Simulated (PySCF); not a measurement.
## Ir (iridium, neutral) across methods

[Xe] 4f14 5d7 6s2, high-spin 4F determinant. All numbers are calculated (PySCF 2.14, scalar relativity through the core potential, in def2-QZVPPD with the def2 core potential (60 electrons)).

| method | E (hartree) | mean ε 6s α (eV) | mean ε 5d β (eV) | mean ε 6s β (eV) | Σ⟨r²⟩ (bohr²) | ⟨S²⟩ |
| --- | --- | --- | --- | --- | --- | --- |
| r2SCAN | -104.2799 | -6.941 | -6.693 | -5.773 | 55.50 | 3.764 |
| PBE0 | -104.2251 | -7.410 | -7.962 | -6.321 | 55.75 | 3.758 |
| revPBE | -104.3180 | -6.604 | -6.479 | -5.566 | 55.85 | 3.757 |
| LDA | -104.0515 | -6.921 | -6.492 | -6.028 | 55.78 | 3.755 |
| r2SCANh | -104.2577 | -7.226 | -7.247 | -6.044 | 55.52 | 3.764 |
| UHF | -103.44642 | -8.894 | -11.584 | -7.293 | 57.17 | 3.770 |
| B97-3 | -104.2555 | -7.298 | -8.049 | -6.243 | 55.91 | 3.757 |
| PBE | -104.2712 | -6.670 | -6.500 | -5.674 | 55.85 | 3.756 |

Problem. Estimate the same row for BP86.

Solution. E (hartree) = -104.3650; mean ε 6s α (eV) = -6.819; mean ε 5d β (eV) = -6.663; mean ε 6s β (eV) = -5.875; Σ⟨r²⟩ (bohr²) = 55.68; ⟨S²⟩ = 3.756.

Energies and moments cover only the electrons outside the core potential. Spin-orbit coupling, absent here, splits the open shell strongly.
